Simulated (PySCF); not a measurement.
SiBr2F2, SMILES F[Si](F)(Br)Br.

Coordinates come from a PBE0-D3(BJ)/def2-SVP optimisation.

All values below come from TDA-CAM-B3LYP/def2-SVPD run with PySCF.

Vertical excitations. Gas-phase values at a fixed geometry. State labels are in the subgroup C2v.

Computed UV-visible absorptions:
| state | symmetry | energy (eV) | λ (nm) | f | main pairs |
|---|---|---|---|---|---|
| S1 | B1 | 6.81 | 182 | 0.048 | HOMO→LUMO 90 % |
| S2 | A2 | 6.97 | 178 | 0.000 | HOMO−1→LUMO 90 % |
| S3 | B2 | 7.37 | 168 | 0.026 | HOMO−2→LUMO 88 % |
| S4 | A1 | 7.56 | 164 | 0.024 | HOMO−3→LUMO 85 % |
| S5 | A2 | 8.26 | 150 | 0.000 | HOMO→LUMO+3 94 % |
| S6 | B1 | 8.47 | 146 | 0.010 | HOMO→LUMO+1 72 %, HOMO−1→LUMO+3 18 % |
| S7 | A2 | 8.62 | 144 | 0.000 | HOMO−1→LUMO+1 81 % |
| S8 | B1 | 8.63 | 144 | 0.007 | HOMO−1→LUMO+3 52 %, HOMO−4→LUMO 23 %, HOMO→LUMO+1 15 % |
| S9 | B2 | 8.88 | 140 | 0.082 | HOMO−2→LUMO+1 55 %, HOMO−1→LUMO+2 28 % |
| S10 | B1 | 8.89 | 139 | 0.016 | HOMO→LUMO+6 37 %, HOMO−4→LUMO 30 %, HOMO→LUMO+4 16 %, HOMO→LUMO+9 6 % |
| T1 | B1 | 6.24 | 199 | 0 | HOMO→LUMO 86 % |
| T2 | A2 | 6.48 | 191 | 0 | HOMO−1→LUMO 85 % |
| T3 | B2 | 6.80 | 182 | 0 | HOMO−2→LUMO 82 % |
| T4 | A1 | 6.98 | 178 | 0 | HOMO−3→LUMO 80 % |
Triplets are in the Tamm–Dancoff approximation.
